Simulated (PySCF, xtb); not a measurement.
Ge(All)(H)3 (C3H8Ge), SMILES C=C[CH2][GeH3].

GFN2-xTB (xtb) at its own geometry gives an orbital gap of 5.06 eV and a dipole moment of 0.72 D.

The structure is a stationary point at B3LYP-D3(BJ)/def2-SVP. One conformer was computed; it need not be the lowest.

Problem. What does HF/def2-TZVP in PySCF give? (The exact figures need the calculation; the answer reports its results.)

Solution. gap 12.88 eV (levels -9.39 and 3.50 eV), dipole 0.49 D.
